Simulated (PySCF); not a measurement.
PySCF input for Si(Br)(OH)(NH2)2 (BrH5N2OSi), SMILES [Si](O)(N)(Br)N, PBE0/pcSseg-1. Geometry optimised at PBE0-D3(BJ)/def2-SVP. This is a generated structure with no PubChem entry under its InChIKey; it may be hypothetical. Other conformers were not sampled.

```python
import numpy as np
from pyscf import gto, scf, dft
from pyscf.prop.nmr import rks as nmr

mol = gto.M(
    atom='''
    N    -1.24908549    1.67019974    0.78106849
    Si   -0.12158608    0.40096220    0.74655946
    N     1.42177421    1.04623756    1.07738098
    O    -0.77273404   -0.74542762    1.75093990
    Br    0.19043253   -0.66342651   -1.22316853
    H    -1.05302312    2.54622409    0.31391177
    H    -2.23997749    1.47361195    0.84961109
    H     2.26215589    0.61234309    0.71774982
    H     1.58339924    1.57637871    1.92596819
    H    -0.54243638   -1.65374118    1.53515952
    ''',
    basis='pcSseg-1',
    charge=0,
    spin=0,
    max_memory=1600,
    verbose=3,
)
mf = dft.RKS(mol, xc='pbe0')
mf.grids.level = 3
mf.conv_tol = 1e-10
mf.max_cycle = 100
mf.kernel()
n = nmr.NMR(mf)
n.verbose = 2
n.max_cycle_cphf = 60
sigma = n.kernel()
print('atom   isotropic/ppm   span/ppm')
for i, s in enumerate(sigma):
    w = np.linalg.eigvalsh((s + s.T) / 2)
    print(f'{mol.atom_symbol(i):2s}{i + 1:3d} {w.mean():14.3f} {w[2] - w[0]:11.3f}')
```

Log of the run:

```
converged SCF energy = -3050.6279694508
atom   isotropic/ppm   span/ppm
N   1        229.472      57.628
Si  2        379.134      76.708
N   3        223.924      79.298
O   4        241.608      88.815
Br  5       2560.331     639.955
H   6         30.304      17.479
H   7         30.126      17.967
H   8         30.232      17.129
H   9         30.231      19.330
H  10         29.493      18.712
```

Self-consistency was reached.

Cost: about 40 core-seconds (a rough figure).
